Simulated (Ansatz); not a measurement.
`P[SiH2][GaH2]` + H₂Se → `P[SiH2][SeH]` + `[GaH3]` at 600 K and 1 bar (cleavage of the Si–Ga bond).

Isolated molecules relaxed with PBE0-D4/def2-TZVP in Ansatz; ΔE leaves out vibrations. CCSD(T)/CBS is the MP2 limit (def2-TZVPP, def2-QZVPP) plus CCSD(T) − MP2 in def2-TZVPP, frozen cores. For Ga, Se outer-core shells are correlated without core-valence functions, which leaves a few kJ/mol of doubt a bond. Scalar relativity is left out up to krypton. Each species was taken in one conformer, which may not be the lowest.

| species | CCSD(T)/CBS energy (Eh) | H − E (kJ/mol) | S (J/(mol·K)) |
| --- | --- | --- | --- |
| `P[SiH2][GaH2]` | -2557.54159 | 186.3 | 453.1 |
| H₂Se | -2401.89790 | 57.0 | 244.8 |
| `P[SiH2][SeH]` | -3033.74999 | 166.9 | 418.9 |
| `[GaH3]` | -1925.70545 | 74.9 | 253.2 |

H − E and S are ideal-gas, rigid-rotor, harmonic terms from PBE0-D4/def2-TZVP, for one conformer and one mirror image of each species. 1 Eh = 2625.50 kJ/mol, R = 8.31446 J/(mol·K).

Task: By hand: ΔE, ΔH, ΔS and ΔG.

Result: ΔE = (-3033.74999) + (-1925.70545) − (-2557.54159) − (-2401.89790) = -0.01595 Eh = -41.9 kJ/mol. Δ(H − E) = 166.9 + 74.9 − 186.3 − 57.0 = -1.5, so ΔH = -43.4 kJ/mol. ΔS = 418.9 + 253.2 − 453.1 − 244.8 = -25.8 J/(mol·K). ΔG = -43.4 − 600 × (-25.8)/1000 = -27.9 kJ/mol.

Task: By hand: the equilibrium constant, and the temperature at which ΔG would vanish if ΔH and ΔS stayed fixed.

Result: log₁₀ K = −ΔG/(RT ln 10) = 2.4. ΔG = 0 at ΔH/ΔS = 1682 K.

TΔS isn't small against ΔH here. A doubt of 5 kJ/mol in ΔE shifts log₁₀ K by 0.4 here. Other conformers and mirror images would add mixing entropy, several J/(mol·K) or more a flexible species. Modes under 60 cm⁻¹, often nearly free rotors, make the harmonic entropy too high. These are equilibria of isolated gas molecules and say nothing of rates. Largest T1 diagnostic: 0.014 (customary marks: 0.02 for closed shells, 0.045 for open ones).
